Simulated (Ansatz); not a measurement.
`[OH][Ga]([F])[F]` + H₂ → `[OH][GaH][F]` + H–F at 298.15 K and 1 bar (hydrogenolysis of a Ga–F bond).

Isolated molecules relaxed with PBE0-D4/def2-TZVP in Ansatz; ΔE leaves out vibrations. CCSD(T)/CBS adds triple-zeta CCSD(T) − MP2 to the extrapolated MP2 energy (def2 sets, frozen cores). This one scheme is used for every species. For Ga outer-core shells are correlated without core-valence functions, which leaves a few kJ/mol of doubt a bond. Scalar relativity is left out up to krypton. Each species was taken in one conformer, which may not be the lowest.

```json
{"species": "`[OH][Ga]([F])[F]`", "CCSD(T)/CBS energy (Eh)": "-2199.41346", "H − E (kJ/mol)": "63.3", "S (J/(mol·K))": "313.3"}
{"species": "H₂", "CCSD(T)/CBS energy (Eh)": "-1.17544", "H − E (kJ/mol)": "35.1", "S (J/(mol·K))": "130.4"}
{"species": "`[OH][GaH][F]`", "CCSD(T)/CBS energy (Eh)": "-2100.17635", "H − E (kJ/mol)": "72.9", "S (J/(mol·K))": "288.6"}
{"species": "H–F", "CCSD(T)/CBS energy (Eh)": "-100.39570", "H − E (kJ/mol)": "33.5", "S (J/(mol·K))": "173.6"}
```

H − E and S are ideal-gas, rigid-rotor, harmonic terms from PBE0-D4/def2-TZVP, for one conformer and one mirror image of each species. The MP2-based limit puts H₂ 0.8 mEh under its directly extrapolated value; such offsets cancel only in part. 1 Eh = 2625.50 kJ/mol, R = 8.31446 J/(mol·K).

Problem. By hand: ΔE, ΔH, ΔS and ΔG.

Solution. ΔE = (-2100.17635) + (-100.39570) − (-2199.41346) − (-1.17544) = 0.01685 Eh = 44.2 kJ/mol. Δ(H − E) = 72.9 + 33.5 − 63.3 − 35.1 = 8.0, so ΔH = 52.2 kJ/mol. ΔS = 288.6 + 173.6 − 313.3 − 130.4 = 18.5 J/(mol·K). ΔG = 52.2 − 298.15 × (18.5)/1000 = 46.7 kJ/mol.

Problem. By hand: the equilibrium constant, and the temperature at which ΔG would vanish if ΔH and ΔS stayed fixed.

Solution. log₁₀ K = −ΔG/(RT ln 10) = -8.2. ΔG = 0 at ΔH/ΔS = 2822 K, far beyond where these terms or the molecules hold.

ΔH outweighs TΔS. A doubt of 5 kJ/mol in ΔE shifts log₁₀ K by 0.9 here. Other conformers and mirror images would add mixing entropy, several J/(mol·K) or more a flexible species. These are equilibria of isolated gas molecules and say nothing of rates. Largest T1 diagnostic: 0.015 (customary marks: 0.02 for closed shells, 0.045 for open ones).
